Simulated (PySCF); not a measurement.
Isomers of [C8H16P]+.

All values: PBE0/pcSseg-1 (PySCF) at GFN2-xTB geometries, gas phase, one conformer each.

(1) Rank by the lowest IAO charge on any atom, lowest value first.
A. `[CH:1]#[C:2][P@H+:3]([CH2:4][CH3:5])[C:6]([CH3:7])([CH3:8])[CH3:9]` (charge +1) with C2–P3–C4–C5 61°
B. `[CH2:1]=[C:2]([CH3:3])[P+:4]([CH3:5])([CH3:6])[CH:7]1[CH2:8][CH2:9]1` (charge +1) with C1–C2–P4–C5 27°, C2–P4–C7–C8 -15°
C. `C1C[C@H]2CCC[C@@H](C1)[PH2+]2`
D. `[CH3:1][C@@H:2]1[CH2:3][P@+:4]1([CH3:5])[CH:6]1[CH2:7][CH2:8][CH2:9]1` (charge +1) with C3–P4–C6–C7 123°, C1–C2–C3–P4 -112°, C2–C3–P4–C5 -105°, P4–C6–C7–C8 -98°, C6–C7–C8–C9 -17°
E. `[CH3:1][CH:2]([CH3:3])[PH2+:4][C:5]1=[CH:6][CH2:7][CH2:8][CH2:9]1` (charge +1) with C1–C2–P4–C5 176°, C2–P4–C5–C6 93°, C5–C6–C7–C8 11°, C6–C7–C8–C9 -19°, C7–C8–C9–C5 19°, P4–C5–C9–C8 168°
F. `[CH2:1]=[CH:2][P@@H+:3]1[CH2:4][CH2:5][C@H:6]([CH2:7][CH3:8])[CH2:9]1` (charge +1) with C1–C2–P3–C4 -124°, C5–C6–C7–C8 167°, C2–P3–C4–C5 -136°, P3–C4–C5–C6 36°, C4–C5–C6–C7 71°, C5–C6–C9–P3 38°

(2) Rank by HOMO–LUMO gap, lowest first.
A. `[CH3:1][CH:2]([CH3:3])[PH2+:4][C:5]1=[CH:6][CH2:7][CH2:8][CH2:9]1` (charge +1) with C1–C2–P4–C5 176°, C2–P4–C5–C6 93°, C5–C6–C7–C8 11°, C6–C7–C8–C9 -19°, C7–C8–C9–C5 19°, P4–C5–C9–C8 168°
B. `[CH2:1]=[C:2]([CH3:3])[P+:4]([CH3:5])([CH3:6])/[CH:7]=[CH:8]\[CH3:9]` (charge +1) with C1–C2–P4–C5 148°, C2–P4–C7–C8 59°
C. `CC(C)(C)[PH+]1CC=CC1`
D. `[CH3:1][C:2]1=[C:3]([CH:4]([CH3:5])[CH3:6])[CH2:7][CH2:8][PH2+:9]1` (charge +1) with C2–C3–C4–C5 129°, C2–C3–C7–C8 13°, C3–C7–C8–P9 -16°, C7–C8–P9–C2 13°, C1–C2–P9–C8 173°
E. `[CH3:1][CH2:2][CH2:3][CH2:4][PH+:5]1[CH2:6][CH:7]=[CH:8][CH2:9]1` (charge +1) with C1–C2–C3–C4 -176°, C2–C3–C4–P5 -52°, C3–C4–P5–C6 -164°
F. `C1CC[C@H]2CCC[C@@H]1[PH2+]2`

(3) Rank by the highest IAO charge on any atom, highest value first.
A. `[CH2:1]=[C:2]([CH3:3])[P+:4]([CH3:5])([CH3:6])/[CH:7]=[CH:8]\[CH3:9]` (charge +1) with C1–C2–P4–C5 148°, C2–P4–C7–C8 59°
B. `[CH3:1][C@@H:2]1[CH2:3][P@+:4]1([CH3:5])[CH:6]1[CH2:7][CH2:8][CH2:9]1` (charge +1) with C3–P4–C6–C7 123°, C1–C2–C3–P4 -112°, C2–C3–P4–C5 -105°, P4–C6–C7–C8 -98°, C6–C7–C8–C9 -17°
C. `[CH3:1][C:2]1=[C:3]([CH:4]([CH3:5])[CH3:6])[CH2:7][CH2:8][PH2+:9]1` (charge +1) with C2–C3–C4–C5 129°, C2–C3–C7–C8 13°, C3–C7–C8–P9 -16°, C7–C8–P9–C2 13°, C1–C2–P9–C8 173°
D. `[CH2:1]=[C:2]([CH3:3])[P+:4]([CH3:5])([CH3:6])[CH:7]1[CH2:8][CH2:9]1` (charge +1) with C1–C2–P4–C5 27°, C2–P4–C7–C8 -15°
E. `[CH:1]#[C:2][P@H+:3]([CH2:4][CH3:5])[C:6]([CH3:7])([CH3:8])[CH3:9]` (charge +1) with C2–P3–C4–C5 61°
F. `C1[PH+](C(C)(C)C)CC=C1`

Answers

(1) B (-0.639 e), D (-0.620 e), F (-0.468 e), A (-0.451 e), E (-0.430 e), C (-0.301 e).

(2) A (6.40 eV), D (6.83 eV), B (6.99 eV), E (7.71 eV), C (7.84 eV), F (8.65 eV).

(3) D (+1.210 e), A (+1.192 e), E (+1.065 e), B (+1.038 e), F (+1.002 e), C (+0.904 e).

All values together:

```json
{"SMILES": "C1C[C@H]2CCC[C@@H](C1)[PH2+]2", "HOMO (eV)": "-12.85", "LUMO (eV)": "-4.20", "lowest IAO charge (e)": "-0.301 (C)", "highest IAO charge (e)": "+0.881 (P)", "lowest Hirshfeld charge (e)": "-0.061 (C)", "highest Hirshfeld charge (e)": "+0.448 (P)"}
{"SMILES": "C=C(C)[PH+](CC)C(=C)C", "HOMO (eV)": "-12.21", "LUMO (eV)": "-5.26", "lowest IAO charge (e)": "-0.455 (C)", "highest IAO charge (e)": "+1.039 (P)", "lowest Hirshfeld charge (e)": "-0.106 (C)", "highest Hirshfeld charge (e)": "+0.451 (P)"}
{"SMILES": "C#C[P@H+](CC)C(C)(C)C", "HOMO (eV)": "-12.94", "LUMO (eV)": "-5.03", "lowest IAO charge (e)": "-0.451 (C)", "highest IAO charge (e)": "+1.065 (P)", "lowest Hirshfeld charge (e)": "-0.107 (C)", "highest Hirshfeld charge (e)": "+0.476 (P)"}
{"SMILES": "C=C(C)[P+](C)(C)C1CC1", "HOMO (eV)": "-12.22", "LUMO (eV)": "-4.94", "lowest IAO charge (e)": "-0.639 (C)", "highest IAO charge (e)": "+1.210 (P)", "lowest Hirshfeld charge (e)": "-0.127 (C)", "highest Hirshfeld charge (e)": "+0.475 (P)"}
{"SMILES": "C[C@@H]1C[P@+]1(C)C1CCC1", "HOMO (eV)": "-12.52", "LUMO (eV)": "-4.34", "lowest IAO charge (e)": "-0.620 (C)", "highest IAO charge (e)": "+1.038 (P)", "lowest Hirshfeld charge (e)": "-0.113 (C)", "highest Hirshfeld charge (e)": "+0.439 (P)"}
{"SMILES": "C[P@@H+](C1CCC1)C1CC1", "HOMO (eV)": "-12.68", "LUMO (eV)": "-3.63", "lowest IAO charge (e)": "-0.641 (C)", "highest IAO charge (e)": "+1.079 (P)", "lowest Hirshfeld charge (e)": "-0.122 (C)", "highest Hirshfeld charge (e)": "+0.467 (P)"}
{"SMILES": "C=C(C)[P+](C)(C)/C=C\\C", "HOMO (eV)": "-12.00", "LUMO (eV)": "-5.00", "lowest IAO charge (e)": "-0.636 (C)", "highest IAO charge (e)": "+1.192 (P)", "lowest Hirshfeld charge (e)": "-0.128 (C)", "highest Hirshfeld charge (e)": "+0.468 (P)"}
{"SMILES": "C=C[P@@H+]1CC[C@H](CC)C1", "HOMO (eV)": "-12.75", "LUMO (eV)": "-5.40", "lowest IAO charge (e)": "-0.468 (C)", "highest IAO charge (e)": "+1.036 (P)", "lowest Hirshfeld charge (e)": "-0.108 (C)", "highest Hirshfeld charge (e)": "+0.465 (P)"}
{"SMILES": "CC1=C(C(C)C)CC[PH2+]1", "HOMO (eV)": "-11.70", "LUMO (eV)": "-4.87", "lowest IAO charge (e)": "-0.462 (C)", "highest IAO charge (e)": "+0.904 (P)", "lowest Hirshfeld charge (e)": "-0.106 (C)", "highest Hirshfeld charge (e)": "+0.458 (P)"}
{"SMILES": "CC(C)(C)[PH+]1CC=CC1", "HOMO (eV)": "-11.75", "LUMO (eV)": "-3.91", "lowest IAO charge (e)": "-0.469 (C)", "highest IAO charge (e)": "+1.002 (P)", "lowest Hirshfeld charge (e)": "-0.106 (C)", "highest Hirshfeld charge (e)": "+0.467 (P)"}
{"SMILES": "CC(C)[PH2+]C1=CCCC1", "HOMO (eV)": "-11.58", "LUMO (eV)": "-5.19", "lowest IAO charge (e)": "-0.430 (C)", "highest IAO charge (e)": "+0.907 (P)", "lowest Hirshfeld charge (e)": "-0.102 (C)", "highest Hirshfeld charge (e)": "+0.452 (P)"}
{"SMILES": "CCCC[PH+]1CC=CC1", "HOMO (eV)": "-11.79", "LUMO (eV)": "-4.08", "lowest IAO charge (e)": "-0.472 (C)", "highest IAO charge (e)": "+1.031 (P)", "lowest Hirshfeld charge (e)": "-0.105 (C)", "highest Hirshfeld charge (e)": "+0.479 (P)"}
```

Conformers: `[CH2:1]=[C:2]([CH3:3])[PH+:4]([CH2:5][CH3:6])[C:7](=[CH2:8])[CH3:9]` (charge +1) with C1–C2–P4–C5 -117°, C2–P4–C5–C6 168°, C2–P4–C7–C8 106°; `[CH:1]#[C:2][P@H+:3]([CH2:4][CH3:5])[C:6]([CH3:7])([CH3:8])[CH3:9]` (charge +1) with C2–P3–C4–C5 61°; `[CH2:1]=[C:2]([CH3:3])[P+:4]([CH3:5])([CH3:6])[CH:7]1[CH2:8][CH2:9]1` (charge +1) with C1–C2–P4–C5 27°, C2–P4–C7–C8 -15°; `[CH3:1][C@@H:2]1[CH2:3][P@+:4]1([CH3:5])[CH:6]1[CH2:7][CH2:8][CH2:9]1` (charge +1) with C3–P4–C6–C7 123°, C1–C2–C3–P4 -112°, C2–C3–P4–C5 -105°, P4–C6–C7–C8 -98°, C6–C7–C8–C9 -17°; `[CH3:1][P@@H+:2]([CH:3]1[CH2:4][CH2:5][CH2:6]1)[CH:7]1[CH2:8][CH2:9]1` (charge +1) with C1–P2–C3–C4 -73°, C1–P2–C7–C8 142°, P2–C3–C4–C5 -103°, C3–C4–C5–C6 -11°, C4–C5–C6–C3 11°, P2–C7–C8–C9 -106°; `[CH2:1]=[C:2]([CH3:3])[P+:4]([CH3:5])([CH3:6])/[CH:7]=[CH:8]\[CH3:9]` (charge +1) with C1–C2–P4–C5 148°, C2–P4–C7–C8 59°; `[CH2:1]=[CH:2][P@@H+:3]1[CH2:4][CH2:5][C@H:6]([CH2:7][CH3:8])[CH2:9]1` (charge +1) with C1–C2–P3–C4 -124°, C5–C6–C7–C8 167°, C2–P3–C4–C5 -136°, P3–C4–C5–C6 36°, C4–C5–C6–C7 71°, C5–C6–C9–P3 38°; `[CH3:1][C:2]1=[C:3]([CH:4]([CH3:5])[CH3:6])[CH2:7][CH2:8][PH2+:9]1` (charge +1) with C2–C3–C4–C5 129°, C2–C3–C7–C8 13°, C3–C7–C8–P9 -16°, C7–C8–P9–C2 13°, C1–C2–P9–C8 173°; `[CH3:1][CH:2]([CH3:3])[PH2+:4][C:5]1=[CH:6][CH2:7][CH2:8][CH2:9]1` (charge +1) with C1–C2–P4–C5 176°, C2–P4–C5–C6 93°, C5–C6–C7–C8 11°, C6–C7–C8–C9 -19°, C7–C8–C9–C5 19°, P4–C5–C9–C8 168°; `[CH3:1][CH2:2][CH2:3][CH2:4][PH+:5]1[CH2:6][CH:7]=[CH:8][CH2:9]1` (charge +1) with C1–C2–C3–C4 -176°, C2–C3–C4–P5 -52°, C3–C4–P5–C6 -164°.
